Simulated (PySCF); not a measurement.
ClGeH₅OSi, SMILES Cl[SiH2][O][GeH3].

Geometry optimised at PBE0-D3(BJ)/def2-SVP. This is a generated structure with no PubChem entry under its InChIKey; it may be hypothetical. The values are those of a single conformer.

Two levels are set side by side: TDDFT-PBE/def2-SVPD (PySCF) and TDDFT-M06-2X/def2-SVPD (PySCF). Vertical, same geometry. The lowest singlet is HOMO→LUMO 99 % with PBE and HOMO→LUMO 75 % with the other functional; states are paired by order. Differences are taken from unrounded values.

| quantity | TDDFT-M06-2X | TDDFT-PBE | TDDFT-PBE minus TDDFT-M06-2X |
|---|---|---|---|
| lowest singlet excitation (eV) | 7.28 | 6.03 | -1.25 |
| lowest triplet excitation (TDA) (eV) | 6.97 | 5.78 | -1.19 |

A lower first singlet is the usual sign of a functional without exact exchange. Differences between two approximate levels are no errors against the true value.

Rough cost on one machine, each run with all the roots and properties that it gave: TDDFT-M06-2X against TDDFT-PBE about 10 times.
